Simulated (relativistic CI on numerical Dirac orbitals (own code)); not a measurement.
Line list: Forbidden lines, Ta XVIII

Method of calculation: Dirac-Coulomb-Breit CI, separate exchange-only KLI orbitals for each configuration, a model potential for QED, unscaled Slater integrals (own radial code, finite nucleus).

Configuration list (outside the closed core [Ar] 3d10): 4s2.4p6.4d10.4f10, 4s2.4p6.4d10.4f9.5s, 4s2.4p6.4d10.4f8.5s2, 4s2.4p6.4d9.4f11, 4s2.4p6.4d10.4f9.6s, 4s2.4p6.4d8.4f12, 4s2.4p5.4d10.4f11, 4s.4p6.4d10.4f11, 4s2.4p4.4d10.4f12, 4p6.4d10.4f12, 4s.4p6.4d9.4f12, 4s.4p5.4d10.4f12. Levels of other configurations are missing.

```
λ vac (Å)                           Lower                           Upper  Type   A (s⁻¹)  log gf
   1824.4      4s2.4p6.4d10.4f10 5I_8 [1]     4s2.4p6.4d10.4f10 3L_9 [19]    M1  1.04e+01   -7.01
   1973.9      4s2.4p6.4d10.4f10 5I_8 [1]     4s2.4p6.4d10.4f10 3K_7 [16]    M1  1.95e+01   -6.77
   2457.0      4s2.4p6.4d10.4f10 5I_7 [2]     4s2.4p6.4d10.4f10 3H_6 [18]    M1  2.04e+02   -5.62
   2562.3      4s2.4p6.4d10.4f10 5I_8 [1]      4s2.4p6.4d10.4f10 3K_8 [9]    M1  2.05e+02   -5.47
   2597.9      4s2.4p6.4d10.4f10 5I_6 [3]     4s2.4p6.4d10.4f10 3K_6 [24]    M1  2.28e+01   -6.52
   2664.5      4s2.4p6.4d10.4f10 5I_7 [2]     4s2.4p6.4d10.4f10 3K_7 [16]    M1  8.45e+01   -5.87
   2795.2      4s2.4p6.4d10.4f10 5I_6 [3]     4s2.4p6.4d10.4f10 5G_5 [22]    M1  6.43e+01   -6.08
   2924.9      4s2.4p6.4d10.4f10 5I_5 [4]     4s2.4p6.4d10.4f10 3K_6 [24]    M1  1.82e+01   -6.52
   3276.5      4s2.4p6.4d10.4f10 5I_5 [4]     4s2.4p6.4d10.4f10 3F_4 [20]    M1  1.68e+01   -6.61
   3305.3      4s2.4p6.4d10.4f10 5I_7 [2]     4s2.4p6.4d10.4f10 5G_6 [12]    M1  1.42e+02   -5.52
   3367.6      4s2.4p6.4d10.4f10 5I_6 [3]     4s2.4p6.4d10.4f10 3K_7 [16]    M1  3.16e+01   -6.09
   3462.0      4s2.4p6.4d10.4f10 5F_5 [5]     4s2.4p6.4d10.4f10 3K_6 [24]    M1  8.03e+00   -6.73
   3739.5      4s2.4p6.4d10.4f10 5F_4 [8]     4s2.4p6.4d10.4f10 3D_3 [27]    M1  1.07e+02   -5.81
   3821.6      4s2.4p6.4d10.4f10 5F_5 [5]     4s2.4p6.4d10.4f10 5G_5 [22]    M1  4.96e+01   -5.92
   3861.3      4s2.4p6.4d10.4f10 5I_7 [2]      4s2.4p6.4d10.4f10 3K_8 [9]    M1  2.07e+01   -6.10
   3861.7      4s2.4p6.4d10.4f10 5I_6 [3]     4s2.4p6.4d10.4f10 5F_5 [14]    M1  5.77e+01   -5.85
   3887.4      4s2.4p6.4d10.4f10 5I_4 [6]     4s2.4p6.4d10.4f10 5G_5 [22]    M1  8.58e+00   -6.67
   3965.8      4s2.4p6.4d10.4f10 5F_5 [5]     4s2.4p6.4d10.4f10 3F_4 [20]    M1  6.81e+01   -5.84
   4036.7      4s2.4p6.4d10.4f10 5I_4 [6]     4s2.4p6.4d10.4f10 3F_4 [20]    M1  8.31e+01   -5.74
   4099.8      4s2.4p6.4d10.4f10 5S_2 [7]     4s2.4p6.4d10.4f10 5G_3 [23]    M1  1.21e+01   -6.67
   4129.4      4s2.4p6.4d10.4f10 5I_5 [4]     4s2.4p6.4d10.4f10 3G_4 [15]    M1  1.74e+01   -6.40
   4300.0      4s2.4p6.4d10.4f10 5F_5 [5]     4s2.4p6.4d10.4f10 3H_6 [18]    M1  1.84e+01   -6.18
   4410.0     4s2.4p6.4d10.4f10 5S_2 [10]     4s2.4p6.4d10.4f10 3P_1 [28]    M1  7.31e+01   -6.19
   4460.5      4s2.4p6.4d10.4f10 5I_6 [3]     4s2.4p6.4d10.4f10 5G_6 [12]    M1  1.27e+01   -6.31
   4527.1      4s2.4p6.4d10.4f10 5S_2 [7]     4s2.4p6.4d10.4f10 5F_2 [21]    M1  2.60e+01   -6.40
   4952.1      4s2.4p6.4d10.4f10 5F_4 [8]     4s2.4p6.4d10.4f10 5G_3 [23]    M1  2.48e+01   -6.20
   5234.1     4s2.4p6.4d10.4f10 5S_2 [10]     4s2.4p6.4d10.4f10 3F_2 [26]    M1  3.05e+01   -6.20
   5287.7      4s2.4p6.4d10.4f10 5F_5 [5]     4s2.4p6.4d10.4f10 3G_4 [15]    M1  5.24e+01   -5.70
   5408.6     4s2.4p6.4d10.4f10 5F_3 [11]     4s2.4p6.4d10.4f10 3F_2 [26]    M1  6.70e+01   -5.83
   6139.8      4s2.4p6.4d10.4f10 5F_5 [5]     4s2.4p6.4d10.4f10 5F_5 [14]    M1  4.49e+01   -5.55
   6335.4      4s2.4p6.4d10.4f10 3K_8 [9]     4s2.4p6.4d10.4f10 3L_9 [19]    M1  1.28e+01   -5.83
   6587.6     4s2.4p6.4d10.4f10 3G_4 [15]     4s2.4p6.4d10.4f10 3D_3 [27]    M1  6.09e+01   -5.56
   7486.9     4s2.4p6.4d10.4f10 5G_6 [12]     4s2.4p6.4d10.4f10 5G_5 [22]    M1  8.73e+01   -5.09
   7616.7      4s2.4p6.4d10.4f10 5I_8 [1]      4s2.4p6.4d10.4f10 5I_7 [2]    M1  9.80e+01   -4.89
   7769.5     4s2.4p6.4d10.4f10 5F_3 [11]     4s2.4p6.4d10.4f10 5F_2 [21]    M1  5.60e+01   -5.60
   7901.8      4s2.4p6.4d10.4f10 5I_5 [4]      4s2.4p6.4d10.4f10 5F_4 [8]    M1  9.95e+00   -6.08
   8596.1      4s2.4p6.4d10.4f10 3K_8 [9]     4s2.4p6.4d10.4f10 3K_7 [16]    M1  3.45e+01   -5.24
   8707.1      4s2.4p6.4d10.4f10 5S_2 [7]     4s2.4p6.4d10.4f10 5F_1 [13]    M1  3.73e+01   -5.90
   9573.6     4s2.4p6.4d10.4f10 5G_6 [12]     4s2.4p6.4d10.4f10 3H_6 [18]    M1  9.47e+00   -5.77
  10407.5      4s2.4p6.4d10.4f10 5I_6 [3]      4s2.4p6.4d10.4f10 5F_5 [5]    M1  2.23e+01   -5.40
  11366.1     4s2.4p6.4d10.4f10 3K_7 [16]     4s2.4p6.4d10.4f10 3K_6 [24]    M1  1.69e+01   -5.37
  11426.7  4s2.4p6.4d10.4f9.5s 7H°_8 [17]  4s2.4p6.4d10.4f9.5s 7H°_7 [25]    M1  3.62e+01   -4.97
  11584.9     4s2.4p6.4d10.4f10 3G_4 [15]     4s2.4p6.4d10.4f10 5G_3 [23]    M1  2.00e+01   -5.55
  12761.6      4s2.4p6.4d10.4f10 5I_7 [2]      4s2.4p6.4d10.4f10 5I_6 [3]    M1  3.25e+01   -4.99
  17398.2      4s2.4p6.4d10.4f10 5I_5 [4]      4s2.4p6.4d10.4f10 5I_4 [6]    M1  9.01e+00   -5.43
```

Terms are leading LS components. Brackets give the number of a level in order of energy, since labels repeat. The list gives strong lines, with weight on those to low levels, among the lowest 200 of 2897 levels, so that lines to higher ones, which can be the strongest, are missing. Levels whose partners in the same complex of configurations lie outside the list can be far off, and so can their lines. Rates are taken at the computed energies, electric ones in the length gauge.

At this charge transitions that keep the count of f electrons are usually good to a few per cent. Terms inside the open d or f shell come out 10 to 20 % too wide with unscaled integrals. Levels that differ in their count of f electrons can be misplaced by several ten thousand cm⁻¹, since the correlation energy of f electrons is missing or only estimated; rates across such gaps can be off by orders of magnitude.

LS names give the leading component of a level, which can be under half, so a name can repeat, a term be missing and a line seem to break the LS rules.
